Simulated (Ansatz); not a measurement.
Reactions of CH5PS (`CSP`).

Program: Ansatz. Geometries: PBE0-D4/def2-TZVP. ΔE: electronic, gas phase. CBS: MP2 limit from def2 TZ/QZ plus the TZ coupled-cluster correction, frozen cores. This one scheme is used for every species. def2 core potentials past Kr. For As, Se, Sn outer-core shells are correlated without core-valence functions, which leaves a few kJ/mol of doubt a bond. Scalar relativity is left out up to krypton. One conformer a species, not always the lowest.

**Question.** Order these by ΔE at CCSD(T)/CBS, lowest first. (Estimate.)
A. `CSP` + `[SeH][SnH3]` → `[CH3][SnH2][SeH]` + `PS`
B. `CSP` + `[SiH3][SeH]` → `P[SiH2][SeH]` + CH₃SH
C. `CSP` + `O[AsH2]` → `PO[AsH2]` + CH₃SH
D. `CSP` + `OB(F)F` → `FB(F)OP` + CH₃SH

**Answer.** A (-44.2 kJ/mol), B (-15.4 kJ/mol), C (+25.1 kJ/mol), D (+39.1 kJ/mol).

Largest T1 diagnostic: 0.013, for `FB(F)OP`.
